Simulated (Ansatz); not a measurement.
Cost and result up the ladder for Be₁₀O₁₀ (started as a model of: (BeO)10 cage of four- and six-membered rings) (20 atoms). The state is a singlet with charge 0. Geometry: PBE-D4/def2-SVP.

```xyz
20

Be    0.5987    2.4861    1.3150
O     0.1382    1.6899    2.5890
Be    1.5778    0.9096    2.2245
O     2.1613    1.8943    1.1480
Be    1.5128    1.3467   -0.1908
O     0.0986    2.2005   -0.1409
Be   -0.9798    1.1091   -0.4607
O    -1.4256    0.1096    0.7719
Be   -0.4259    0.3489    1.9589
O     0.9889   -0.5061    1.9075
Be    0.9793   -1.1091    0.4610
O     1.4264   -0.1101   -0.7718
Be    0.4256   -0.3487   -1.9588
O    -0.9884    0.5061   -1.9074
Be   -1.5783   -0.9091   -2.2246
O    -0.1379   -1.6897   -2.5891
Be   -1.5132   -1.3467    0.1909
O    -0.0984   -2.2009    0.1407
Be   -0.5991   -2.4858   -1.3152
O    -2.1609   -1.8945   -1.1482
```

Ansatz on 4 threads of Arm Neoverse V1 on a shared host. Times are rough, and most runs start from the orbitals of an earlier one. r2SCAN0-D4/def2-TZVP serves as the yardstick here, not as an exact answer. Differences are given only for rows in sets of like size (and for xTB, whose basis is part of the method), since another set adds its own error. Binding counts from free atoms at the same level (Be singlet, O triplet; other spins of the atoms weren't run), without zero-point energy or a counterpoise term.

B3LYP takes the VWN-RPA correlation. Correlated methods freeze 10 core orbitals. The rows differ in basis, and correlated rows in double-zeta sets carry the largest basis error.

Correlated methods converge slowly with the basis, most of all in double-zeta sets.

```json
{"level": "B3LYP-D4/6-31G", "functions": "180", "binding energy per atom (eV)": "5.21", "difference from r2SCAN0-D4/def2-TZVP (eV)": "–"}
{"level": "MP2/def2-SVP", "functions": "230", "binding energy per atom (eV)": "5.16", "difference from r2SCAN0-D4/def2-TZVP (eV)": "–"}
{"level": "PBE-D4/def2-TZVP (with forces)", "functions": "500", "binding energy per atom (eV)": "5.50", "difference from r2SCAN0-D4/def2-TZVP (eV)": "0.19"}
{"level": "HF/STO-3G", "functions": "100", "binding energy per atom (eV)": "4.33", "difference from r2SCAN0-D4/def2-TZVP (eV)": "–"}
{"level": "PBE-D4/def2-SVP", "functions": "230", "binding energy per atom (eV)": "5.54", "difference from r2SCAN0-D4/def2-TZVP (eV)": "–"}
{"level": "r2SCAN0-D4/def2-TZVP", "functions": "500", "binding energy per atom (eV)": "5.30", "difference from r2SCAN0-D4/def2-TZVP (eV)": "0.00"}
{"level": "LDA (SPW92)/def2-TZVP", "functions": "500", "binding energy per atom (eV)": "6.19", "difference from r2SCAN0-D4/def2-TZVP (eV)": "0.88"}
{"level": "PBE0-D4/def2-TZVP (with forces)", "functions": "500", "binding energy per atom (eV)": "5.33", "difference from r2SCAN0-D4/def2-TZVP (eV)": "0.03"}
{"level": "PBE0-D4/def2-SVP", "functions": "230", "binding energy per atom (eV)": "5.35", "difference from r2SCAN0-D4/def2-TZVP (eV)": "–"}
{"level": "HF/6-31G", "functions": "180", "binding energy per atom (eV)": "3.75", "difference from r2SCAN0-D4/def2-TZVP (eV)": "–"}
{"level": "r2SCAN-D4/def2-TZVP", "functions": "500", "binding energy per atom (eV)": "5.46", "difference from r2SCAN0-D4/def2-TZVP (eV)": "0.16"}
```

(1) Estimate how long each takes.

## Answers

(1) HF/STO-3G 1.1 s; HF/6-31G 2.9 s; B3LYP-D4/6-31G 7.5 s; PBE-D4/def2-SVP 8.5 s; MP2/def2-SVP 9 s; LDA (SPW92)/def2-TZVP 9.5 s; PBE0-D4/def2-SVP 11 s; PBE-D4/def2-TZVP (with forces) 20 s; r2SCAN-D4/def2-TZVP 31 s; r2SCAN0-D4/def2-TZVP 49 s; PBE0-D4/def2-TZVP (with forces) 55 s. On shared hardware such times vary by a factor of up to 3.
